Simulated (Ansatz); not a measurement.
Harmonic frequencies (cm⁻¹) at PBE0-D4/def2-TZVP from Ansatz: 44, 105, 123, 201, 482, 513, 559, 567, 644, 677, 713, 848, 897, 936, 2175, 2217, 2254, 2269.

Each molecule was computed in one conformer, which needn't be the lowest.

(1) Which molecule is it?
A. `C[S][GeH][F]`•
B. `N[SiH2][O]`•
C. `[SiH2]S[SiH2]Cl`•
D. `C[SiH]([S])Cl`•

Results:

(1) C.
